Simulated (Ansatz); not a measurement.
Two members of one family (Series GaH2X), computed with Ansatz in the gas phase. Binding counts from free atoms in the multiplicity of their measured ground term, without zero-point energy. A dash marks a value that wasn't run or was left out as unsound. The structures are stationary points that may keep the symmetry of their start.

First: GaH2Br (singlet, charge 0, PBE-D4/def2-TZVP geometry).

```xyz
4

Ga    0.0415   -0.1066   -0.2179
H     1.0984    0.6130   -1.1205
H    -0.7940   -1.4039   -0.4888
Br   -0.3459    0.8975    1.8273
```

| level | HOMO (eV) | LUMO (eV) | gap (eV) | vertical IE (eV) | vertical triplet (eV) | binding per atom (eV) |
| --- | --- | --- | --- | --- | --- | --- |
| LDA (SPW92)/def2-TZVP | -6.93 | -2.98 | 3.95 | – | – | 2.57 |
| PBE-D4/def2-SVP | -6.67 | -2.63 | 4.04 | – | – | 2.26 |
| PBE-D4/def2-TZVP | -6.81 | -2.71 | 4.10 | 10.06 | 4.29 | 2.26 |
| B97M-V/def2-TZVP | -7.22 | -2.66 | 4.56 | – | – | 2.33 |
| PBE0-D4/def2-TZVP | -8.05 | -1.93 | 6.12 | 10.34 | 4.64 | 2.27 |

Second: GaH2Cl (singlet, charge 0, PBE-D4/def2-TZVP geometry).

```xyz
4

Ga   -0.183   -0.107   -0.023
H    -1.233    0.586   -0.955
H    -0.261   -1.456    0.765
Cl    1.677    0.977    0.214
```

Question: Estimate how these quantities change from the first to the second (second minus first).

Answer: 
```
                level  Δ HOMO (eV)  Δ LUMO (eV)  Δ gap (eV)  Δ vertical IE (eV)  Δ vertical triplet (eV)  Δ binding per atom (eV)
LDA (SPW92)/def2-TZVP        -0.28         0.08        0.36                   –                        –                     0.12
      PBE-D4/def2-SVP        -0.29         0.10        0.39                   –                        –                     0.12
     PBE-D4/def2-TZVP        -0.31         0.07        0.38                0.39                     0.24                     0.12
     B97M-V/def2-TZVP        -0.34         0.07        0.41                   –                        –                     0.15
    PBE0-D4/def2-TZVP        -0.39         0.08        0.48                0.45                     0.27                     0.11
```
